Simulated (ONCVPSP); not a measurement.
**Ranking ONCV potentials for copper (Cu)**

All share these settings but for the change named:

copper, optimised norm-conserving Vanderbilt (ONCV), made with ONCVPSP 4.0.1 (PW91, scalar-relativistic). Core [Ne], reference 3s2 3p6 3d9 4s2. Waves: 3s+4s: rc 1.40 bohr, ncon 3, nbas 6, qcut 6.9 1/bohr, 3 projectors, debl 3.5 Ha; 3p: rc 0.70 bohr, ncon 4, nbas 7, qcut 12.9 1/bohr, 2 projectors, debl 2.1 Ha; 3d: rc 1.50 bohr, ncon 3, nbas 8, qcut 12.7 1/bohr, 2 projectors, debl 3.9 Ha. Local part: polynomial inside 0.55 bohr (lpopt 5, dvloc0 0 Ha). Core correction: Teter function, fcfact 1.75, rcfact 1.45.

In the p channel the program set the typed energies aside and used -2.843, 0.250 Ha.

Cutoff: the first of the cutoffs (Ha) at which the residual kinetic energy of the hardest occupied pseudo-wave falls to 1 and 0.1 mHa per electron; the density cutoff is not measured.

The base gives 84 Ha.

Of 11 variants that were run, those that failed, showed a ghost or another fault, or gave nearly equal values are left out.

A variant can come out equal or close to the base.

Question: Rank these variants from softest to hardest (loose cutoff).
A. local potential polynomial inside 0.50 bohr (lpopt 5, dvloc0 6 Ha)
B. p: rc 0.96
C. p: qcut 17.3

Answer: B (55 Ha), A (84 Ha), C (103 Ha).
